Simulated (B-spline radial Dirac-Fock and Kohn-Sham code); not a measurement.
# Subshell photoionisation cross sections of Al⁵⁺ against photon energy

System: the Al⁵⁺ ion, configuration 1s2 2s2 2p4.

These are calculated numbers from a radial atomic solver; the model is a relativistic central-field model (Hartree-Slater potential of the initial state, Latter tail, multipole expansion of the photon field, Dirac-Fock thresholds). Values are in kb per electron; a dash marks an energy below the computed threshold. Values for outer subshells far above threshold carry numerical ripple of a few per cent.

```
hν (eV)        1s        2s     2p1/2     2p3/2
   1000         –      14.7      5.36      5.28
   2000      49.3      2.96     0.578     0.568
   2450      28.8      1.80     0.285     0.279
   5260      3.53     0.239    0.0186    0.0181
   5350      3.36     0.228    0.0175    0.0170
   6000      2.42     0.166    0.0113    0.0110
17479.3    0.0987   0.00737  0.000183  0.000174
  18300    0.0857   0.00641  0.000153  0.000145
  30000    0.0183   0.00140  2.14e-05  2.00e-05
  36800   0.00957  0.000737  9.45e-06  8.75e-06
 105000  0.000329  2.59e-05  1.51e-07  1.32e-07
 122000  0.000203  1.60e-05  8.50e-08  7.32e-08
 150000  0.000104  8.25e-06  3.89e-08  3.30e-08
 167000  7.41e-05  5.86e-06  2.61e-08  2.20e-08
```

At 167000 eV the multipoles beyond E1 give 40.8 % of 1s, 40.8 % of 2s, 55.2 % of 2p1/2, 51.6 % of 2p3/2.
